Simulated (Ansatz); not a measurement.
Basis-set extrapolation for CH4Cl2OSi2 (`[SiH3][SiH]1OC1(Cl)Cl`) (PBE0-D4/def2-TZVP geometry, frozen core, the Gaussian-basis code of Ansatz). Multiplicity 1, RHF reference.

```
                       def2-TZVPP    def2-QZVPP
                 HF  -1611.978958  -1612.027770
    MP2 correlation     -1.017102     -1.104344
CCSD(T) correlation     -1.126431       not run
```

Energies in hartree. Use E(X) = E(∞) + A·exp(−7.88·√X) for Hartree–Fock and E(X) = E(∞) + B·X^(−2.97) for correlation, with X = 3 and 4, and add CCSD(T) minus MP2 of the smaller set to the MP2 limit.

Q: What is the CCSD(T) energy at the basis-set limit?

A: HF limit: -1612.027770 + (-0.048812) × 0.13774 = -1612.03449. MP2 limit: -1.104344 + (-0.087242) × 0.74074 = -1.16897. Higher-order term: -1.126431 − (-1.017102) = -0.10933. Total: -1613.31279 hartree, 5.64 eV below CCSD(T)/def2-TZVPP.
